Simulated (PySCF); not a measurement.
TaOF2, SMILES [O]=[Ta+]([F])[F], charge +1, multiplicity 1. Geometry optimised at r2SCAN-D4/def2-TZVP. The multiplicity is an assumed one; other spin states were not compared. The isomer is the one that the SMILES or the coordinates give; other isomers of the formula were not compared. The def2 effective core potentials stand for the cores of Ta; spin–orbit coupling is left out.

Level of theory: r2SCAN-D4/def2-TZVP run with PySCF.

Harmonic wavenumbers (cm⁻¹): 174, 253, 289, 756, 768, 1066. Rotational constants (GHz): 6.065, 4.947, 3.498; symmetry number 1.

Task: Work out the zero-point energy and the ideal-gas rigid-rotor harmonic-oscillator thermochemistry at 298.15 K and 1 atm.

Result: ZPE = ½ Σ hcν = ½ × 3307 cm⁻¹ = 4.73 kcal/mol. H − E(el) = 8.18 kcal/mol. Entropy in cal/(mol K): translation 42.26, rotation 25.53, vibration 6.13, total 73.92. G − E(el) = -13.86 kcal/mol. Cp = 15.01 cal/(mol K).
